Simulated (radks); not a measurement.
Species: Tl I. Configuration: [Hg] 6p1.

Method: Dirac Kohn-Sham, BLYP, spin-unpolarised, spherical densities, finite nucleus; open shells fill j = l - 1/2 first; Fermi nuclear charge, rms radius 5.4759 fm; computed with a radial shooting solver on a logarithmic mesh with Libxc functionals.

Energy parts (eV):
| part | energy |
|---|---|
| total | -551972.91 |
| kinetic | 639065.25 |
| electron-nucleus | -1394304.94 |
| Hartree | 213686.82 |
| exchange-correlation | -10420.05 |

Orbitals (lengths in bohr, moments of r in powers of bohr; <r^-3> diverges for s and p1/2; r(90%) holds 90 % of the orbital's charge):
| orbital | occ. | eigenvalue (eV) | r(90%) | <r^4> | <r^-3> | <1/r> |
|---|---|---|---|---|---|---|
| 1s1/2 | 2 | -85439.95 | 0.0299 | 3.761e-07 | - | 99.36 |
| 2s1/2 | 2 | -15200.34 | 0.107 | 0.00005418 | - | 24.52 |
| 2p1/2 | 2 | -14597.09 | 0.0934 | 0.00003199 | - | 24.49 |
| 2p3/2 | 4 | -12531.10 | 0.105 | 0.00005092 | 22400 | 19.69 |
| 3s1/2 | 2 | -3627.054 | 0.261 | 0.001961 | - | 8.997 |
| 3p1/2 | 2 | -3353.637 | 0.252 | 0.001701 | - | 8.913 |
| 3p3/2 | 4 | -2894.366 | 0.275 | 0.002394 | 5262 | 7.658 |
| 3d3/2 | 4 | -2440.906 | 0.248 | 0.001575 | 922.2 | 7.558 |
| 3d5/2 | 6 | -2342.806 | 0.254 | 0.001745 | 756.8 | 7.276 |
| 4s1/2 | 2 | -808.6020 | 0.562 | 0.04334 | - | 3.817 |
| 4p1/2 | 2 | -690.5737 | 0.571 | 0.04587 | - | 3.709 |
| 4p3/2 | 4 | -578.8779 | 0.620 | 0.06376 | 1284 | 3.274 |
| 4d3/2 | 4 | -385.7126 | 0.646 | 0.07449 | 203.5 | 3.075 |
| 4d5/2 | 6 | -364.8743 | 0.662 | 0.08220 | 163.1 | 2.976 |
| 4f5/2 | 6 | -115.4956 | 0.740 | 0.1338 | 35.23 | 2.625 |
| 4f7/2 | 8 | -110.8960 | 0.751 | 0.1416 | 33.41 | 2.586 |
| 5s1/2 | 2 | -129.8693 | 1.25 | 1.079 | - | 1.572 |
| 5p1/2 | 2 | -90.1874 | 1.36 | 1.495 | - | 1.448 |
| 5p3/2 | 4 | -69.9013 | 1.50 | 2.221 | 229.0 | 1.286 |
| 5d3/2 | 4 | -16.0626 | 2.09 | 8.739 | 22.18 | 0.9719 |
| 5d5/2 | 6 | -13.8687 | 2.19 | 10.63 | 17.06 | 0.9304 |
| 6s1/2 | 2 | -9.0472 | 3.73 | 84.29 | - | 0.5128 |
| 6p1/2 | 1 | -2.8159 | 5.46 | 394.6 | - | 0.3692 |
| 6p3/2 | 0 | -1.8380 | 6.57 | 830.2 | 9.806 | 0.3081 |

The highest occupied level is 6p1/2 at -2.816 eV. For comparison, the ionisation energy in NIST's Atomic Spectra Database is 6.108 eV (measured). In exact Kohn-Sham theory the highest level is minus the ionisation energy, but local and semilocal functionals leave it too shallow, through self-interaction and a potential that decays too fast; potentials with the right tail come closer. The electron density at the nucleus is 2.524e+06 e/bohr^3.

Beside tabulated values, note that spin-unpolarised runs miss the spin-polarisation part of the exchange energy of open shells.
